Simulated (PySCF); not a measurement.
ClK, charge -1, doublet, at the geometry of the source list (a state made from the parent by changing its charge; the spin is typed, not shown lowest) (in this run its highest filled SCF level lies above zero, so its values depend strongly on the basis, on diffuse functions most of all). Base run: PySCF with PBE0/6-31G*.

The PySCF input:
```python
from pyscf import gto, scf, dft

mol = gto.M(
    atom='''
K    -0.79280000   -0.70020000   -0.74460000
Cl    0.79280000    0.70020000    0.74460000
''',
    basis='6-31g*',
    charge=-1,
    spin=1,
    verbose=4,
)

mf = dft.UKS(mol)
mf.xc = 'pbe0'
mf.kernel()
mo_i, mo_e, stable_i, stable_e = mf.stability(internal=True, external=False, return_status=True, nroots=6, tol=1e-6)
print('internally stable:', stable_i, ' externally stable:', stable_e)
if not stable_i:
    umf = mf.copy()
    umf.scf_summary = {}
    umf.kernel(umf.make_rdm1(mo_i, mf.mo_occ))
mf.analyze()
```

The bond that is stretched is that between atoms 1 and 2. A test that says stable can miss a lower solution.

Variants of this job, named by their change:

| change | ΔE vs base (eV) | <S^2> | stability test says |
|---|---|---|---|
| base | 0.00 | 0.750 | internally stable (external not tested) |
| bond × 1.25 | -0.03 | 0.750 | internally stable (external not tested) |
| bond × 1.5 | 0.37 | 0.750 | internally stable (external not tested) |
| bond × 1.8 | 0.75 | 0.750 | internally stable (external not tested) |
| bond × 2.2 | 1.04 | 0.750 | internally stable (external not tested) |
| bond × 3.0 | 1.27 | 0.751 | internally stable (external not tested) |

On stretching, the SCF can end on different states; <S^2> shows the spin contamination of each.
